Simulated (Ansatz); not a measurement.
Reaction (redistribution): `[CH3][SnH]([CH3])[OH]` + `C=NCS[SiH3]` → `C=[N][SnH]([CH3])[OH]` + `CCS[SiH3]`

Computed with Ansatz on PBE0-D4/def2-TZVP structures; ΔE is electronic, products minus reactants. CCSD(T)/CBS adds triple-zeta CCSD(T) − MP2 to the extrapolated MP2 energy (def2 sets, frozen cores). This one scheme is used for every species. DFT in def2-TZVPP. B3LYP here is the variant with VWN-RPA as its local correlation; programs differ in this. Elements past krypton have def2 core potentials. For Sn outer-core shells are correlated without core-valence functions, which leaves a few kJ/mol of doubt a bond. Each species was taken in one conformer, which may not be the lowest.

| level | ΔE (kcal/mol) |
| --- | --- |
| ωB97X-V | -5.7 |
| B3LYP | -6.0 |
| SCS-MP2/def2-TZVPP | -6.0 |
| CCSD/def2-TZVPP | -5.6 |

What does CCSD(T)/CBS give? (Best estimate.)

Computed: -5.8 kcal/mol. The listed levels differ from it by 0.1, -0.2, -0.2, 0.2 kcal/mol.

Largest T1 diagnostic among the species: 0.014.

In def2-TZVPP, CCSD(T) changes the Hartree–Fock value by +2.0 kcal/mol (the triples alone add +0.1 kcal/mol) and MP2 by +2.1 kcal/mol.
